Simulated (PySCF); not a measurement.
## How methods differ on the electron affinity of Te

Te⁻ [Kr] 4d10 5s2 5p5 (2P) → Te [Kr] 4d10 5s2 5p4 (3P), as a difference of total energies. All numbers are calculated (PySCF 2.14, a scalar-relativistic core potential, in aug-cc-pwCVQZ-PP with ECP28MDF (10s10p8d6f4g1h, 169 functions)). Correlated levels: valence: 4s2 4p6 4d10 frozen; valence and next inner shell: nothing frozen outside the core potential. The calculations carry no spin-orbit coupling.

| method | electron affinity (eV) | difference from reference (eV) |
| --- | --- | --- |
| UHF | 1.054 | -0.917 |
| LC-wPBE | 1.987 | +0.016 |
| B2PLYP | 2.022 | +0.051 |
| r2SCAN0 | 2.009 | +0.038 |
| MP2 (valence) | 1.940 | -0.031 |
| SCS-MP2 (valence) | 1.956 | -0.015 |
| MP2 (valence and next inner shell) | 1.998 | +0.027 |
| SCS-MP2 (valence and next inner shell) | 1.989 | +0.018 |

Reference: 1.971 eV (measured; photodetachment measurements, as compiled on the Wikipedia data page of electron affinities).

The reference lies between the lowest fine-structure levels, while these numbers refer to the centres of the terms.
